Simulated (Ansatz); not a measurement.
A nudged elastic band was laid between two geometries of H4O2SeSn (8 atoms, charge 0, multiplicity 1).

Level of theory: RKS PBE0-D4/def2-SVP (Ansatz 0.2.0).

| Property | Result |
| --- | --- |
| movable images | 4 |
| climbing image | no |
| spring | 5.0 eV/Å² |
| optimiser | quadratic models (default) |
| start path | through a guess of the saddle point |
| force threshold | 0.03 eV/Å |
| iteration limit | 60 |
| end points | relaxed |

Image 0:

```xyz
8
Properties=species:S:1:pos:R:3
O -0.356 1.510 -1.215
Sn 0.055 0.282 0.282
O 2.017 0.097 0.229
Se -1.180 -1.878 -0.222
H -1.258 1.399 -1.538
H -0.278 0.920 1.829
H 2.335 -0.191 -0.635
H -1.243 -2.195 1.214
```

Image 5:

```xyz
8
Properties=species:S:1:pos:R:3
O -0.926 1.660 -1.312
Sn -1.038 0.814 0.494
O 1.415 0.446 0.567
Se -0.785 -1.704 -0.394
H -0.696 1.078 -2.044
H 1.817 0.373 1.442
H 1.323 -0.473 0.240
H -1.018 -2.251 0.952
```

Problem. Which bonds break or form, and what moves?

Solution. Bonds broken: Sn2–O3, Sn2–H6. Bonds formed: O3–H6.

Problem. Give the energies along the band, and the barrier.

Solution. It converged. The highest image is number 3 of 0 to 5, 0.33 eV above the first end and 1.19 eV above the last; the last end lies 0.85 eV below the first. No image climbed, so the highest image needn't sit at the top of the path. A band with more images between the same ends climbed to 1.84 eV, so this one has probably stepped over the top. The orbitals stay closed-shell, which can raise the energy where a bond breaks towards radicals; this wasn't checked here.

```json
{"image": "0", "path coordinate (Å)": "0.00", "energy (eV)": "0.00", "Sn2–O3 (Å)": "1.97", "Sn2–H6 (Å)": "1.71", "O3–H6 (Å)": "2.92"}
{"image": "1", "path coordinate (Å)": "1.42", "energy (eV)": "0.10", "Sn2–O3 (Å)": "1.98", "Sn2–H6 (Å)": "1.72", "O3–H6 (Å)": "3.03"}
{"image": "2", "path coordinate (Å)": "2.84", "energy (eV)": "0.23", "Sn2–O3 (Å)": "1.99", "Sn2–H6 (Å)": "1.70", "O3–H6 (Å)": "2.66"}
{"image": "3", "path coordinate (Å)": "4.26", "energy (eV)": "0.33", "Sn2–O3 (Å)": "2.34", "Sn2–H6 (Å)": "2.03", "O3–H6 (Å)": "1.05"}
{"image": "4", "path coordinate (Å)": "5.68", "energy (eV)": "-0.76", "Sn2–O3 (Å)": "2.49", "Sn2–H6 (Å)": "2.93", "O3–H6 (Å)": "0.96"}
{"image": "5", "path coordinate (Å)": "7.10", "energy (eV)": "-0.85", "Sn2–O3 (Å)": "2.48", "Sn2–H6 (Å)": "3.04", "O3–H6 (Å)": "0.97"}
```

Problem. What is the geometry of the highest image?

Solution. 
```xyz
8
Properties=species:S:1:pos:R:3
O -1.099 1.316 -1.334
Sn -0.786 0.220 0.297
O 1.538 0.493 0.244
Se -1.518 -2.141 -0.329
H -0.368 1.913 -1.536
H 1.006 0.705 1.127
H 2.331 -0.009 0.477
H -1.012 -2.555 0.998
```

Time of the run: 7.3 min on 2 threads of AMD EPYC 9R14 (Zen 4), with other jobs on the host, peak memory 0.28 GiB.
